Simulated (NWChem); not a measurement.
**ClFSn**

```xyz
3

Sn    -0.5025     0.2357     0.0000
F      0.7969     1.7071     0.0000
Cl     1.0562    -1.5970     0.0000
```
Charge 0, spin multiplicity 1.

Program: NWChem. All single points use one geometry, from B3LYP/def2-SVP with def2 effective core potentials on Sn, a minimum by its harmonic frequencies.

Symmetry labels belong to the abelian group Cs used in the runs, with the axes of the coordinates shown.

Effective core potentials replace the inner electrons of Sn; spin-orbit coupling is left out. B3LYP has NWChem's definition, with VWN1-RPA local correlation. The structure started from a generated list of species.

Task: List the lowest 4 singlet excitations that TD-B3LYP/def2-SVPD with def2 effective core potentials on Sn, VWN1-RPA local correlation gives, with oscillator strengths.

Result: 
```tsv
state	symmetry	energy (eV)	wavelength (nm)	f
1	a"	4.09	303	0.023
2	a"	4.39	283	0.019
3	a'	4.79	259	0.017
4	a"	6.06	205	0.015
```
